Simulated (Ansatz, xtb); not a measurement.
C4H3FS2: which of two isomers lies lower

Structure a: `Fc1ccsc1S`, a singlet. Structure b: `Fc1csc(S)c1`, a singlet. Both are isolated molecules in the gas phase, relaxed with B3LYP-D3(BJ)/def2-SVP; the shapes shown needn't be the lowest conformers.

a (Å):

```xyz
10

C     0.1645   -0.4666   -1.2595
C    -1.0427   -0.9029   -0.6447
C    -1.8347    0.1593   -0.2874
C     0.2958    0.9016   -1.3641
F     1.0879   -1.3220   -1.6874
S    -1.1221    1.6782   -0.6969
S     1.6011    1.7912   -2.1390
H    -1.2905   -1.9523   -0.4850
H    -2.8084    0.1252    0.1994
H     2.3616    2.0003   -1.0339
```

b (Å):

```yaml
atoms:
  - { symbol: C, position_ang: [0.1311, -1.0369, -0.5271] }
  - { symbol: C, position_ang: [-1.1707, -0.9310, -0.1118] }
  - { symbol: C, position_ang: [-0.3832, 1.0140, -1.4720] }
  - { symbol: C, position_ang: [0.5965, 0.0624, -1.3033] }
  - { symbol: F, position_ang: [0.9168, -2.0732, -0.2263] }
  - { symbol: S, position_ang: [-1.8733, 0.5384, -0.6954] }
  - { symbol: S, position_ang: [-0.2745, 2.4865, -2.4430] }
  - { symbol: H, position_ang: [-1.7289, -1.6349, 0.5018] }
  - { symbol: H, position_ang: [-0.2351, 3.3708, -1.4149] }
  - { symbol: H, position_ang: [1.6055, 0.1438, -1.7060] }
```

Question: Estimate E(b) − E(a) at the level CCSD(T)/def2-SVP + ΔMP2/def2-TZVPP.

Answer: CCSD(T)/def2-SVP + ΔMP2/def2-TZVPP gives E(b) − E(a) = −0.11 kcal/mol, slightly favouring structure b, which is too small a margin to settle the true order.

How the difference moves with the method:

```tsv
level	geometry	E(b) − E(a) (kcal/mol)	departure from the last row (kcal/mol)	job, with rough time for the two
B3LYP-D3(BJ)/def2-SVP	B3LYP-D3(BJ)/def2-SVP	+0.20	+0.31	optimisation, 2.1 min
HF/def2-SVP	B3LYP-D3(BJ)/def2-SVP	+0.41	+0.52	part of the CCSD(T) run
MP2/def2-SVP	B3LYP-D3(BJ)/def2-SVP	+0.19	+0.30	part of the CCSD(T) run
CCSD(T)/def2-SVP	B3LYP-D3(BJ)/def2-SVP	+0.29	+0.40	single point
CCSD(T)/def2-SVP + ΔMP2/def2-TZVPP	B3LYP-D3(BJ)/def2-SVP	−0.11		single point, 54 s
```

As drawn, both hold the same kinds of bond in the same numbers.

The largest departure from CCSD(T)/def2-SVP + ΔMP2/def2-TZVPP is that of HF/def2-SVP, 0.52 kcal/mol. No reliable frequencies are at hand for a, so it isn't confirmed as a minimum. Levels run at GFN2-xTB geometries aren't shown. The last row adds to CCSD(T) the change of the MP2 difference between the two basis sets, here −0.40 kcal/mol.

The correlated steps freeze 15 core orbitals. Run with Ansatz 0.2.0, xtb 6.7.1; the last row on 2 threads of Intel(R) Xeon(R) Processor @ 2.70GHz on a shared host.
